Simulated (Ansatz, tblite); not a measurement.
Spin states of the cluster Li7Sn2, each relaxed with B3LYP-D4/def2-SVP in Ansatz. Electronic energies in the gas phase.

In the def2 sets Sn takes a core potential; there is no spin–orbit coupling. The xTB rows come from tblite. Another isomer (doublet) lies 0.02 eV lower at r2SCAN-D4/def2-TZVP.

Doublet geometry:

```tsv
atom	x (Å)	y (Å)	z (Å)
Li1	-0.600	2.863	0.037
Li2	-1.242	-1.995	1.743
Li3	-1.514	0.050	-0.449
Li4	0.774	-1.097	-2.825
Li5	2.949	-0.635	-0.690
Li6	-2.387	1.112	2.284
Li7	0.467	0.440	1.421
Sn8	0.973	1.098	-1.276
Sn9	0.579	-1.836	-0.245
```

Quartet geometry:

```csv
atom,x (Å),y (Å),z (Å)
Li1,2.558,0.672,1.363
Li2,-0.881,-2.784,-0.621
Li3,-0.099,-0.402,1.643
Li4,-2.027,2.124,0.783
Li5,-1.114,1.807,-2.173
Li6,1.911,-2.407,0.843
Li7,0.927,-0.616,-1.270
Sn8,0.572,1.865,-0.039
Sn9,-1.847,-0.258,-0.529
```

⟨S²⟩: doublet 0.76 at PBE0-D4/def2-TZVP (pure 0.75), quartet 3.77 at PBE0-D4/def2-TZVP (pure 3.75).

Run but left out: HF/def2-SVP, HF/def2-TZVP, PBE-QIDH/def2-TZVP, MP2/def2-SVP, MP2/def2-TZVP, CCSD/def2-SVP, CCSD(T)/def2-SVP (doublet: ⟨S²⟩ 0.90 to 1.36, where a pure state has 0.75).

Only these spin states were relaxed. The quartet has other bonds than the doublet, so the gap mixes isomer and spin.

```csv
level,quartet − doublet (kcal/mol),lowest of these
r2SCAN-D4/def2-TZVP,15.7,doublet
PBE0-D4/def2-TZVP,17.9,doublet
ωB97M-V/def2-TZVP,30.3,doublet
```

Problem. Estimate the rows for GFN1-xTB, GFN2-xTB, PBE-D4/def2-TZVP.

Solution. 
```tsv
level	quartet − doublet (kcal/mol)	lowest of these
GFN1-xTB	19.7	doublet
GFN2-xTB	26.5	doublet
PBE-D4/def2-TZVP	18.1	doublet
```

The xTB methods have no spin-polarisation term.
